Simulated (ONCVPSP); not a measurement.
## Sm (Z = 62): excitation energies, all-electron against ONCV

Sm, optimised norm-conserving Vanderbilt (ONCV), made with ONCVPSP 4.0.1 (PBE, scalar-relativistic). Core [Kr] 4d10 4f5, reference 5s2 5p6 5d1 6s2. Waves: 5s+6s: rc 2.20 bohr, ncon 4, nbas 8, qcut 5.1 1/bohr, 2 projectors; 5p: rc 1.90 bohr, ncon 4, nbas 9, qcut 6.1 1/bohr, 3 projectors, debl 2.4 Ha; 5d: rc 3.15 bohr, ncon 4, nbas 9, qcut 5.1 1/bohr, 2 projectors, debl 1.6 Ha. Local part: polynomial inside 1.30 bohr (lpopt 4, dvloc0 6 Ha). Core correction: polynomial model core, fcfact 0.4.

Energies are relative to the spin-unpolarised reference configuration 5s2 5p6 5d1 6s2; without spin polarisation the order of configurations can differ from experiment.

(1) Give the all-electron excitation energy and the error of the potential for: 5s2 5p6 5d1 6s1; 5s2 5p6 5d1 6s0; 5s2 5p6 5d0 6s0; 5s2 5p5 5d1 6s2.

Levels in the configuration 5s2 5p6 5d1 6s0:

| level | all-electron (eV) | pseudo (eV) |
| --- | --- | --- |
| 5s | -60.186 | -60.344 |
| 5p | -39.404 | -39.498 |
| 5d | -15.140 | -15.178 |

Results:

(1)

```tsv
valence configuration	charge	ΔE all-electron (eV)	error AE − PS (meV)
5s2 5p6 5d1 6s1	+1	6.454	-4.4
5s2 5p6 5d1 6s0	+2	18.224	-25
5s2 5p6 5d0 6s0	+3	37.927	-115
5s2 5p5 5d1 6s2	+1	30.908	-159
```
